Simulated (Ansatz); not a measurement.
Mulliken charges of CH$_{6}$SSeSi, SMILES `CS[SiH2][SeH]` from ωB97M-V/def2-TZVPP in Ansatz (PBE0-D4/def2-TZVP geometry).

```
atom   x (Å)   y (Å)   z (Å)  charge (e)
  C1   0.022   1.457   0.936      -0.354
  S2  -0.300  -0.200   1.601      -0.153
 Si3   0.109  -1.375  -0.112       0.198
 Se4  -1.247  -0.821  -1.872      -0.193
  H5  -0.281   2.168   1.704       0.141
  H6   1.082   1.592   0.723       0.145
  H7  -0.567   1.627   0.035       0.148
  H8   1.502  -1.206  -0.599      -0.011
  H9  -0.137  -2.769   0.324      -0.003
 H10  -0.100  -0.523  -2.739       0.081
```

Task: By hand: the dipole of these point charges (1 e Å = 4.8032 D).

Result: Σ q r = (0.310, 0.158, -0.103) e Å, of length 0.363 e Å = 1.74 D.

Task: How does the dipole of the full density compare? (An estimate is asked.)

Result: The calculation gave: (0.231, 0.231, -0.100) e Å, 1.64 D; the point charges give 1.06 times that, at 17° from its direction.

Point charges leave out the atoms' own dipoles, such as those of lone pairs, and Mulliken's split depends on the basis, so the close match here is no proof of good charges.
